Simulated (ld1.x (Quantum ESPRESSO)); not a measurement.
**F: one change to an RRKJ potential, before and after**

```
Element                 : F (Z = 9)
Generator               : ld1.x (Quantum ESPRESSO) 7.5
Type                    : norm-conserving RRKJ (Kleinman–Bylander form)
Functional              : LDA (PZ)
Relativity              : scalar-relativistic
Frozen core             : [He]
Valence charge          : 7
Reference configuration : 2s2 2p4 (charge +1)
Partial waves           : 2s (bound): rc 0.85 bohr; 2p (bound): rc 0.90 bohr
Local potential         : all-electron potential smoothed inside 0.75 bohr (lloc = -2)
Core correction         : a·sin(br)/r model core, default radius (core density twice the valence density)
```

Change: core correction a·sin(br)/r model core inside 1.00 bohr.

Cutoffs: the cutoffs (Ry, on a coarse ladder) from which the occupation-weighted sum of valence levels, in a spherical-Bessel basis at the reference potential, stays within 10 and 1 mRy of its value at 400 Ry; they do not see the model core or the augmentation charge, which bear on the density cutoff. Errors are all-electron minus pseudo energies relative to the spin-unpolarised reference configuration.

Q: How do hardness, ghosts and transferability respond?

A: The potential gets neither clearly harder nor softer (140 Ry and 160 Ry → 140 Ry and 160 Ry); of the 9 tests that both files solve, the error grows in 9 and shrinks in 0 by more than 15 % and 0.3 meV (median size 12.4 → 28.2 meV); neither file shows a bound ghost. The default core radius of the base comes out at 0.29 bohr. A wider model core is smoother and lowers the density cutoff, which this test does not measure.

| quantity | base | changed |
| --- | --- | --- |
| cutoff, loose | 140 Ry | 140 Ry |
| cutoff, tight | 160 Ry | 160 Ry |
| bound ghosts | none | none |
| error for 2s2 2p5, meV [ΔE -19.56 eV] | +1.5 | +3.0 |
| error for 2s2 2p3, meV [ΔE 38.51 eV] | +5.9 | +13 |
| error for 2s2 2p2, meV [ΔE 99.24 eV] | +64 | +113 |
| error for 2s1 2p6, meV [ΔE -1.16 eV] | +17 | +28 |
| error for 2s2 2p1, meV [ΔE 185.11 eV] | +278 | +474 |
| error for 2s2 2p5.3, meV [ΔE -22.28 eV] | +1.3 | +3.3 |
| error for 2s1 2p5, meV [ΔE 18.66 eV] | +12 | +19 |
| error for 2s2 2p4 (spin-polarised), meV [ΔE -1.83 eV] | +28 | +172 |
| error for 2s2 2p5 (spin-polarised), meV [ΔE -19.93 eV] | +7.3 | +36 |
| s: phases at 1.00 bohr within 0.05 rad from the reference energy up to (Ry; the scan ends near 5) | to the end of the scan | to the end of the scan |
| p: phases at 1.00 bohr within 0.05 rad from the reference energy up to (Ry; the scan ends near 5) | to the end of the scan | to the end of the scan |
